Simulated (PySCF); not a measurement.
Compound: C₅H₈F₃OP.
Geometry (PBE0-D3(BJ)/def2-SVP, Å), atoms numbered from 1 in this order:
```
atom  x, y, z in Å
C1     1.9500   -0.6042   -0.4729
C2     1.1991   -0.4424    0.8404
P3    -0.4167    0.3963    0.7741
C4    -0.1332    2.0129    0.0072
O5    -1.1437    0.4046    2.0785
C6    -1.3206   -0.4782   -0.5491
F7    -0.9290   -0.2462   -1.8165
C8    -2.3530   -1.3084   -0.3637
F9    -2.9852   -1.8910   -1.3458
F10   -2.8366   -1.6389    0.7941
H11    1.3362   -1.1045   -1.2362
H12    2.2645    0.3665   -0.8851
H13    2.8580   -1.2078   -0.3277
H14    1.7864    0.1203    1.5861
H15    0.9732   -1.4163    1.3059
H16    0.2864    1.9155   -1.0036
H17    0.5528    2.5895    0.6445
H18   -1.0963    2.5402   -0.0441
```

All values: PBE0/pcSseg-1 (PySCF, non-relativistic), on one gas-phase PBE0-D3(BJ)/def2-SVP geometry that isn't relaxed in the solvent. The solvent is an IEF-PCM continuum (van der Waals radii × 1.2). Only the electrostatic response of the medium enters.

Gas phase at PBE0/pcSseg-1: HOMO -7.67 eV, LUMO -0.26 eV, dipole 3.63 D.

Problem. What does the continuum do to the energy, the frontier levels and the dipole at PBE0/pcSseg-1 in cyclohexane and dichloromethane?

Solution. 
| solvent | ε | E(solvent) − E(gas) (kcal/mol) | polarisation term (kcal/mol) | distortion of the solute (kcal/mol) | HOMO (eV) | LUMO (eV) | dipole (D) |
| --- | --- | --- | --- | --- | --- | --- | --- |
| cyclohexane | 2.017 | -3.71 | -3.95 | 0.24 | -7.63 | -0.21 | 4.08 |
| dichloromethane | 8.93 | -8.01 | -9.16 | 1.15 | -7.59 | -0.16 | 4.62 |

The first energy column is the sum of the next two and covers electrostatics alone. From cyclohexane to dichloromethane the lowering changes by a factor 2.16, Onsager's factor (ε − 1)/(2ε + 1) by 2.08 and ε itself by 4.4.

Problem. Which radius a makes the point-dipole formula ΔE = −[(ε − 1)/(2ε + 1)]·μ²/a³ give the value in dichloromethane, with the gas-phase dipole?

Solution. μ = 1.429 au and |ΔE| = 0.01276 Eh give a = 2.15 Å; the farthest nucleus lies 3.78 Å from the centroid of the nuclei, so such a sphere wouldn't even hold the nuclei. The formula assumes a rigid point dipole at the centre of a sphere.

Problem. Give the dipole vector in the frame of the coordinates (D, pointing from negative to positive charge), gas and dichloromethane.

Solution. Gas (2.82, 0.42, -2.25), solvent (3.56, 0.61, -2.88). Its length changes by +27 % and its direction by less than 1°.

Problem. Which IAO charges (PBE0/pcSseg-1) respond most in cyclohexane (means over atoms taken as equivalent)?

Solution. 
| atoms | environment | gas (e) | solvent (e) | change |
| --- | --- | --- | --- | --- |
| O5 | phosphoryl oxygen | -0.909 | -0.932 | -0.023 |
| C6 | vinylic C–F carbon | -0.124 | -0.120 | +0.004 |
| H14 | methylene hydrogen | +0.158 | +0.162 | +0.004 |
| H16/H17/H18 | methyl hydrogen | +0.171 | +0.174 | +0.003 |
| F10 | vinyl fluorine | -0.207 | -0.210 | -0.003 |
| P3 | phosphoryl phosphorus | +1.525 | +1.527 | +0.002 |
| H15 | methylene hydrogen | +0.164 | +0.165 | +0.001 |
| H11/H12/H13 | methyl hydrogen | +0.145 | +0.147 | +0.002 |
